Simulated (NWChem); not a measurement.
System: YCl3; SMILES [Cl][Y]([Cl])[Cl]

```xyz
4

Y      0.0669     0.1958     0.1253
Cl     2.3893    -0.2031    -0.4978
Cl    -0.8354    -0.7891     2.1641
Cl    -1.3528     1.5831    -1.2891
```
Atoms are numbered in this order, from 1.

All runs use the structure optimised with PBE0/def2-SVP. Not confirmed as a minimum by frequencies. def2 effective core potentials on Y; no spin-orbit coupling.

Question: List the 4 lowest vertical singlet excitations from CAM-B3LYP/def2-SVPD with def2 effective core potentials on Y, TDA (NWChem).

Answer: 
```
state  energy (eV)  oscillator strength  leading excitation (squared amplitude)
-----  -----------  -------------------  --------------------------------------
S1            5.15                0.000                      HOMO → LUMO (0.99)
S2            5.39                0.005                    HOMO−1 → LUMO (0.98)
S3            5.39                0.005                    HOMO−2 → LUMO (0.98)
S4            5.47                0.073                    HOMO−3 → LUMO (0.98)
```
